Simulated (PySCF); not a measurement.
Be(I)(NMe2) (C₂H₆BeIN), SMILES [I][Be][N](C)C.

Geometry optimised at PBE0-D3(BJ)/def2-SVP. The structure was generated by enumeration; whether it is a known compound was not checked. The def2 effective core potentials stand for the cores of I; spin–orbit coupling is left out. One conformer was computed; it need not be the lowest.

Calculation: TDDFT-CAM-B3LYP/def2-SVPD in PySCF.

Vertical excitations. Gas-phase values at a fixed geometry. State labels are in the subgroup C2v.

```json
[
 {"state": "S1", "symmetry": "A2", "energy (eV)": "5.01", "λ (nm)": "248", "f": "0.000", "main pairs": "HOMO→LUMO+1 90 %"},
 {"state": "S2", "symmetry": "B1", "energy (eV)": "5.40", "λ (nm)": "230", "f": "0.001", "main pairs": "HOMO→LUMO 83 %"},
 {"state": "S3", "symmetry": "A1", "energy (eV)": "6.12", "λ (nm)": "202", "f": "0.190", "main pairs": "HOMO→LUMO+2 89 %"},
 {"state": "S4", "symmetry": "A2", "energy (eV)": "6.27", "λ (nm)": "198", "f": "0.000", "main pairs": "HOMO−2→LUMO+1 88 %"},
 {"state": "S5", "symmetry": "B1", "energy (eV)": "6.34", "λ (nm)": "195", "f": "0.009", "main pairs": "HOMO→LUMO+3 51 %, HOMO−2→LUMO 34 %"},
 {"state": "S6", "symmetry": "B2", "energy (eV)": "6.46", "λ (nm)": "192", "f": "0.088", "main pairs": "HOMO−1→LUMO 95 %"},
 {"state": "S7", "symmetry": "A1", "energy (eV)": "6.52", "λ (nm)": "190", "f": "0.155", "main pairs": "HOMO−1→LUMO+1 70 %, HOMO−2→LUMO+2 12 %"},
 {"state": "S8", "symmetry": "B1", "energy (eV)": "6.72", "λ (nm)": "185", "f": "0.113", "main pairs": "HOMO−2→LUMO 58 %, HOMO→LUMO+3 19 %, HOMO→LUMO+5 11 %"},
 {"state": "S9", "symmetry": "A2", "energy (eV)": "6.90", "λ (nm)": "180", "f": "0.000", "main pairs": "HOMO−1→LUMO+2 81 %"},
 {"state": "S10", "symmetry": "A2", "energy (eV)": "7.13", "λ (nm)": "174", "f": "0.000", "main pairs": "HOMO→LUMO+4 74 %, HOMO→LUMO+7 16 %"},
 {"state": "T1", "symmetry": "A2", "energy (eV)": "4.91", "λ (nm)": "252", "f": "0", "main pairs": "HOMO→LUMO+1 89 %"},
 {"state": "T2", "symmetry": "A1", "energy (eV)": "5.19", "λ (nm)": "239", "f": "0", "main pairs": "HOMO→LUMO+2 78 %"},
 {"state": "T3", "symmetry": "B1", "energy (eV)": "5.20", "λ (nm)": "239", "f": "0", "main pairs": "HOMO→LUMO 81 %"},
 {"state": "T4", "symmetry": "A1", "energy (eV)": "5.87", "λ (nm)": "211", "f": "0", "main pairs": "HOMO−1→LUMO+1 85 %"}
]
```
Triplets are in the Tamm–Dancoff approximation, which puts them higher than full response would, so one can lie above its singlet here.
